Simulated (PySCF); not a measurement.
F3Y, SMILES [F][Y-]([F])[F] (connectivity only; charge and spin as stated), charge -1, multiplicity 2.

Geometry optimised at PBE0-D3(BJ)/def2-SVPD. The geometry has at least one imaginary mode, so it is a saddle point at that level. The spin state was assumed, not searched. The def2 effective core potentials stand for the cores of Y; spin–orbit coupling is left out.

Method: ωB97X/def2-TZVPD in PySCF.

Computed frontier levels, dipole moment and polarisability:
| Item | Result |
|---|---|
| α spin, highest occupied and lowest empty level | -0.69 and 4.20 eV |
| β spin, highest occupied and lowest empty level | -8.00 and 4.57 eV |
| dipole moment about the centre of nuclear charge | 0.00 D |
| mean static polarisability | 194.0 bohr³ (28.75 Å³) |
| polarisability, principal values | 101.5, 101.5, 379.0 bohr³ |
| ⟨S²⟩ | 0.750 (pure state 0.75) |
